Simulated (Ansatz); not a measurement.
Steps of a relaxation of H8N4Ti, SMILES `[NH2][Ti]([NH2])([NH2])[NH2]` with RKS PBE-D4/def2-SVP.

```sh
$ ansatz run in.yaml --threads 2 --pin off --events-out ev --progress --plain --max-ram 22528MiB --backend cpu
```

```yaml
crystal:
  periodic: [false, false, false]
  atoms:
    - {symbol: N, position_ang: [-1.422900, 1.102200, 0.527900]}
    - {symbol: Ti, position_ang: [0.118600, -0.094100, 0.146700]}
    - {symbol: N, position_ang: [-0.209300, -1.887500, 1.076300]}
    - {symbol: N, position_ang: [0.367100, -0.387700, -1.877400]}
    - {symbol: N, position_ang: [1.843600, 0.769900, 0.837000]}
    - {symbol: H, position_ang: [-1.412300, 1.939900, -0.180600]}
    - {symbol: H, position_ang: [-2.305000, 0.604400, 0.288600]}
    - {symbol: H, position_ang: [-0.378700, -1.652400, 2.075700]}
    - {symbol: H, position_ang: [-1.025400, -2.295400, 0.703200]}
    - {symbol: H, position_ang: [0.599200, 0.511900, -2.265100]}
    - {symbol: H, position_ang: [-0.681400, -0.582700, -2.208500]}
    - {symbol: H, position_ang: [2.654700, 0.203500, 0.521900]}
    - {symbol: H, position_ang: [1.872200, 1.733100, 0.369300]}
basis:
  gaussian: {orbitals: def2-SVP}
hamiltonian: {xc: pbe, dispersion: d4}
relax: {f_tol: 0.03, max_steps: 200}
```

Positions (Å) and forces (eV/Å) along the path, 8 of 8 steps:

```xyz
13
step=1 energy=-29187.1047 eV
N    -1.423    1.102    0.528    0.761    0.514   -2.120
Ti    0.119   -0.094    0.147    1.162   -0.674    0.413
N    -0.209   -1.887    1.076    1.918    3.179   -0.002
N     0.367   -0.388   -1.877   -3.058   -1.057    1.952
N     1.844    0.770    0.837   -2.013    0.136   -1.501
H    -1.412    1.940   -0.181   -0.013   -1.443    1.429
H    -2.305    0.604    0.289    0.085    0.210    0.295
H    -0.379   -1.652    2.076    0.027   -0.281   -0.272
H    -1.025   -2.295    0.703   -1.789   -1.152   -0.659
H     0.599    0.512   -2.265    0.304    0.994   -0.749
H    -0.681   -0.583   -2.208    2.362    0.439    0.494
H     2.655    0.203    0.522   -0.081    0.340    0.047
H     1.872    1.733    0.369    0.334   -1.204    0.672
13
step=2 energy=-29188.0277 eV
N    -1.352    1.099    0.465   -1.021   -0.227   -1.056
Ti    0.135   -0.097    0.146    0.171   -0.186    0.024
N    -0.211   -1.783    1.020   -0.157    0.858    0.262
N     0.293   -0.395   -1.777   -1.216    0.828   -0.409
N     1.746    0.748    0.782   -0.080    0.613   -0.904
H    -1.436    1.879   -0.245    0.098   -0.635    0.733
H    -2.309    0.632    0.456    1.082    0.628    0.223
H    -0.335   -1.660    2.048    0.136   -0.209   -0.397
H    -1.018   -2.313    0.671    0.019   -0.226   -0.010
H     0.682    0.431   -2.296   -0.043   -0.677    0.270
H    -0.666   -0.533   -2.232    1.219    0.012    0.564
H     2.601    0.217    0.532   -0.130    0.140    0.190
H     1.890    1.740    0.445   -0.077   -0.920    0.512
13
step=3 energy=-29188.3824 eV
N    -1.374    1.102    0.404    0.067   -0.331   -0.130
Ti    0.104   -0.084    0.104   -0.031    0.136   -0.084
N    -0.266   -1.711    1.008   -0.215    0.206    0.043
N     0.235   -0.356   -1.792   -0.058    0.230    0.232
N     1.707    0.752    0.693   -0.099    0.026   -0.304
H    -1.478    1.909   -0.226   -0.140   -0.052    0.065
H    -2.302    0.720    0.635    0.130    0.267    0.063
H    -0.265   -1.712    2.037    0.060   -0.115   -0.059
H    -0.970   -2.373    0.663    0.097   -0.143    0.039
H     0.801    0.297   -2.352   -0.039   -0.246   -0.062
H    -0.642   -0.554   -2.296    0.127    0.042   -0.074
H     2.585    0.223    0.609    0.031    0.077    0.086
H     1.883    1.752    0.529    0.072   -0.098    0.184
13
step=4 energy=-29188.5089 eV
N    -1.359    1.114    0.390   -0.227   -0.273    0.028
Ti    0.088   -0.075    0.080    0.017    0.097   -0.014
N    -0.369   -1.657    1.014   -0.197   -0.169    0.093
N     0.211   -0.367   -1.796    0.243    0.318   -0.046
N     1.707    0.772    0.584    0.112    0.138   -0.085
H    -1.574    1.862   -0.277   -0.130    0.048    0.033
H    -2.226    0.749    0.817    0.204    0.322   -0.067
H    -0.290   -1.742    2.037    0.045   -0.079   -0.122
H    -0.935   -2.432    0.640    0.204    0.090    0.116
H     0.932    0.151   -2.327   -0.266   -0.327    0.024
H    -0.641   -0.460   -2.358    0.024   -0.005   -0.144
H     2.601    0.263    0.580   -0.044    0.102    0.077
H     1.874    1.788    0.631    0.014   -0.260    0.108
13
step=5 energy=-29188.6148 eV
N    -1.404    1.153    0.347   -0.255   -0.066    0.102
Ti    0.044   -0.035    0.048    0.092   -0.149    0.003
N    -0.351   -1.630    1.002   -0.116   -0.097    0.050
N     0.174   -0.350   -1.823    0.150    0.214   -0.158
N     1.683    0.751    0.590    0.058    0.184   -0.011
H    -1.656    1.901   -0.308    0.003    0.023   -0.008
H    -2.227    0.919    0.922    0.211    0.121   -0.068
H    -0.156   -1.778    2.001    0.039    0.035   -0.114
H    -0.825   -2.463    0.630    0.110    0.079    0.020
H     0.955   -0.007   -2.402   -0.138   -0.182    0.122
H    -0.646   -0.480   -2.426   -0.026   -0.029    0.002
H     2.573    0.238    0.652   -0.094   -0.017    0.026
H     1.856    1.745    0.784   -0.034   -0.117    0.035
13
step=6 energy=-29188.6507 eV
N    -1.390    1.181    0.331    0.011   -0.134   -0.024
Ti    0.035   -0.040    0.026   -0.168    0.284   -0.080
N    -0.354   -1.640    0.969    0.083   -0.064    0.089
N     0.135   -0.342   -1.846    0.055    0.043    0.017
N     1.642    0.788    0.601    0.067   -0.150    0.026
H    -1.664    1.884   -0.364    0.010    0.041    0.020
H    -2.141    1.071    1.021    0.030    0.024   -0.028
H    -0.074   -1.801    1.945   -0.019   -0.001   -0.036
H    -0.733   -2.511    0.581    0.024    0.010    0.013
H     0.962   -0.204   -2.437   -0.056   -0.024    0.002
H    -0.698   -0.432   -2.438    0.004   -0.041   -0.016
H     2.505    0.249    0.748   -0.014    0.031    0.004
H     1.797    1.762    0.879   -0.027   -0.019    0.013
13
step=7 energy=-29188.6647 eV
N    -1.425    1.192    0.317    0.002    0.021   -0.018
Ti    0.007   -0.012    0.006   -0.005    0.000   -0.006
N    -0.313   -1.628    0.951    0.020    0.012    0.032
N     0.121   -0.330   -1.861   -0.022    0.000   -0.006
N     1.628    0.760    0.619    0.014   -0.021   -0.008
H    -1.649    1.951   -0.338    0.001   -0.017    0.017
H    -2.173    1.111    1.012   -0.004    0.003    0.017
H    -0.066   -1.744    1.941    0.000    0.002   -0.041
H    -0.607   -2.532    0.570   -0.010   -0.015   -0.006
H     0.940   -0.236   -2.468    0.015   -0.018   -0.004
H    -0.714   -0.485   -2.440    0.014    0.007    0.009
H     2.476    0.200    0.765   -0.024    0.003    0.014
H     1.793    1.717    0.940   -0.002    0.024    0.000
13
step=8 energy=-29188.6665 eV
N    -1.430    1.195    0.320   -0.008   -0.002   -0.005
Ti    0.002   -0.008    0.000    0.006    0.009   -0.008
N    -0.300   -1.628    0.941    0.003   -0.008    0.001
N     0.114   -0.331   -1.867   -0.003    0.002   -0.001
N     1.625    0.760    0.613    0.003    0.000    0.009
H    -1.656    1.959   -0.326    0.000    0.005    0.001
H    -2.167    1.118    1.028    0.004    0.001    0.001
H    -0.055   -1.740    1.932   -0.001    0.004    0.001
H    -0.590   -2.534    0.561    0.001   -0.001   -0.006
H     0.946   -0.283   -2.462   -0.006   -0.005    0.005
H    -0.717   -0.458   -2.455    0.004   -0.001    0.007
H     2.454    0.191    0.820    0.001   -0.003   -0.002
H     1.794    1.725    0.910   -0.005    0.000   -0.003
```

Run time 34 s (2 threads of an AMD EPYC 7R13 on a shared host); peak host memory 0.25 GiB.
